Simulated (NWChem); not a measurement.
# C$_{2}$H$_{4}$Si; SMILES C#C[SiH3]

```xyz
7

Si     0.0000     0.0000    -1.0648
C      0.0000     0.0000     0.7695
C      0.0000     0.0000     1.9862
H      0.9941     0.9941    -1.5630
H      0.3639    -1.3580    -1.5630
H     -1.3580     0.3639    -1.5630
H      0.0000     0.0000     3.0621
```
Atoms are numbered in this order, from 1.

Program: NWChem. Coordinates come from a PBE0/def2-SVP optimisation. Total energies compare along this basis series because the functional is fixed.

| level | basis functions | energy (Ha) | highest occupied level (eV) | orbital gap (eV) | dipole (D) |
|---|---|---|---|---|---|
| B3LYP/pcseg-1 | 66 | -368.0383 | -7.98 | 7.77 | 0.32 |
| B3LYP/aug-pcseg-1 | 109 | -368.0412 | -8.05 | 7.63 | 0.35 |
| B3LYP/pcseg-2 | 150 | -368.1125 | -8.05 | 7.63 | 0.37 |
| B3LYP/STO-3G | 23 | -363.7302 | -5.60 | 10.14 | 0.44 |
| B3LYP/def2-SVP | 66 | -367.9104 | -7.91 | 7.80 | 0.40 |
